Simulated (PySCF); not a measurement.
Sn(OH)(NH2)3 (H₇N₃OSn), SMILES [NH2][Sn]([NH2])([NH2])[OH]. Geometry optimised at PBE0-D3(BJ)/def2-SVP. The def2 effective core potentials stand for the cores of Sn; spin–orbit coupling is left out. The values are those of a single conformer.

Task: Give the equilibrium geometry at PBE0-D3(BJ)/def2-SVP (PySCF confirms it by a frequency run) as a Z-matrix. (Estimate from the structure and the level; the computed values follow.)

Result: One answer among several that fit: 
```
Sn
O 1 1.9878
H 2 0.9643 1 110.77
N 1 2.0257 2 101.91 3 -148.47
H 4 1.0180 1 113.11 2 -132.85
H 4 1.0187 5 108.27 1 -124.00
N 1 2.0310 2 106.69 3 -25.80
H 7 1.0188 1 112.01 2 -82.07
H 7 1.0190 8 107.09 1 122.78
N 1 2.0332 2 116.07 3 90.59
H 10 1.0186 1 112.57 2 48.93
H 10 1.0190 11 107.22 1 124.35
```
Charge 0, spin multiplicity 1.
